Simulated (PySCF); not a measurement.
Si(OH)4 anion (H4O4Si), SMILES O[Si](O)(O)O (connectivity only; charge and spin as stated), charge -1, multiplicity 2. Atoms are numbered in the order given.

```xyz
9

O      0.4676     1.4504    -0.3544
Si    -0.2686    -0.0900    -0.0320
O     -1.2210     0.5436     1.2983
O      0.3645    -0.7739    -1.6097
O      0.7723    -1.0708     0.9261
H      0.9247     1.3786    -1.1965
H     -1.1162     1.5015     1.2997
H     -0.3803    -1.1913    -2.0507
H      1.2650    -1.6240     0.3127
```
Charge -1, spin multiplicity 2.

Coordinates come from a ωB97X-D3(BJ)/def2-SVPD optimisation. The spin state was assumed, not searched. The isomer is the one that the SMILES or the coordinates give; other isomers of the formula were not compared. The values are those of a single conformer.

These are PBE0/pcH-1 run with PySCF values and carry that method's errors.

Unrestricted Kohn–Sham, ⟨S²⟩ = 0.752. Hyperfine tensors hold the contact and dipolar terms, without spin-orbit corrections.

Computed hyperfine couplings:
```
nucleus     A(iso) (MHz)  A(iso) (G)  dipolar principal values (MHz)
----------  ------------  ----------  ------------------------------
17O no. 1          -20.3        -7.3                  -8.3, 3.8, 4.6
29Si no. 2        -842.8      -300.7               -80.3, 36.6, 43.7
17O no. 3         -146.3       -52.2               -31.7, 15.3, 16.4
17O no. 4          -98.2       -35.1               -43.2, 20.5, 22.6
17O no. 5          -35.2       -12.6                 -14.0, 6.5, 7.5
1H no. 6            -1.9        -0.7                 -4.6, -1.6, 6.2
1H no. 7            11.2         4.0                -9.7, -3.3, 12.9
1H no. 8            -9.9        -3.5               -16.5, -6.7, 23.3
1H no. 9            -2.2        -0.8                 -6.0, -1.8, 7.8
```
